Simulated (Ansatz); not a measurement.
Basis-set extrapolation for Cl$_{2}$H$_{2}$NSi (`N[Si](Cl)Cl`) radical (PBE0-D4/def2-TZVP geometry, frozen core, the Gaussian-basis code of Ansatz). Multiplicity 2, UHF reference.

```json
{"": "HF", "def2-TZVPP": "-1263.714489", "def2-QZVPP": "-1263.752169"}
{"": "MP2 correlation", "def2-TZVPP": "-0.684492", "def2-QZVPP": "-0.748406"}
{"": "CCSD(T) correlation", "def2-TZVPP": "-0.758455", "def2-QZVPP": "not run"}
```

Energies in hartree. Use E(X) = E(∞) + A·exp(−7.88·√X) for Hartree–Fock and E(X) = E(∞) + B·X^(−2.97) for correlation, with X = 3 and 4, and add CCSD(T) minus MP2 of the smaller set to the MP2 limit.

**Question.** What is the CCSD(T) energy at the basis-set limit?

**Answer.** HF limit: -1263.752169 + (-0.037680) × 0.13774 = -1263.75736. MP2 limit: -0.748406 + (-0.063914) × 0.74074 = -0.79575. Higher-order term: -0.758455 − (-0.684492) = -0.07396. Total: -1264.62707 hartree, 404.7 kJ/mol below CCSD(T)/def2-TZVPP.
